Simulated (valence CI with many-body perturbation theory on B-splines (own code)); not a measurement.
## Sensitivity of CI+MBPT for Ge

Computed by valence CI with perturbative core correlation (CI+MBPT): four valence electrons over a frozen Dirac-Fock core [Ar] 3d10, radial functions for each j: 6 s, 6 p, 5 d, 3 f, 1 g, with the one-electron correlation potential Σ1 (screened to all orders), the two-electron term Σ2, the three-electron term Σ3, Breit, model QED; selected single and double excitations, second order for the rest, scaled by the run's own slope (own B-spline code, finite nucleus).

Set against measurement, 26 paired levels are off by 187 cm⁻¹ on average, the worst by 525. Among the levels kept, up to 360 cm⁻¹ of a level comes from second order outside the variational space, and about a tenth of that is noise between levels of different J, which matters for small intervals.

The reference run has the lowest level 4s2 4p2 3P_0 and an ionisation energy of 7.86273 eV. Its largest variational space holds 10341 state functions.

Names give the largest LS component (configuration and term), which can be under half, so a name can repeat, a term be missing and a line seem to break the LS rules; names also repeat where a configuration has a term twice.

Changed runs:
A. scale of Σ2 1 → 0; scale of Σ1 1 → 0
B. scale of Σ1 1 → 0.9; factor on the speed of light 1 → 10; QED terms on → off
C. correlating orbitals by l 3 3 3 2 1 → 6 6 4 0 1
D. scale of Σ2 1 → 3 (bad on purpose)

Excitation energies of the reference run in cm⁻¹, and shifts in cm⁻¹:

```tsv
Level	Reference	A	C	D
4s2 4p2 3P_1	543	-59	+1.4	+1.1
4s2 4p2 3P_2	1387	-130	+10	-4.1
4s2 4p2 1D_2	7133	-175	+1175	-248
4s2 4p2 1S_0	16377	-398	+949	-390
4s2 4p 5s 3P°_0	37276	-721	-709	-2280
4s2 4p 5s 3P°_1	37523	-724	-698	-2284
4s2 4p 5s 3P°_2	38918	-868	-701	-2280
4s2 4p 5s 1P°_1	39846	-826	-676	-2317
4s 4p3 5S°_2	41401	-3235	-716	+3261
4s2 4p 5p 1P_1	45760	-829	-732	-2247
4s2 4p 5p 3D_1	46536	-854	-725	-2232
4s2 4p 5p 3D_2	46617	-840	-705	-2242
Ionisation energy (eV)	7.86273	-0.11595	-0.09784	-0.29191
```

Run B ends with another lowest level, 4s2 4p2 3P_1, and an ionisation energy of 7.88914 eV.
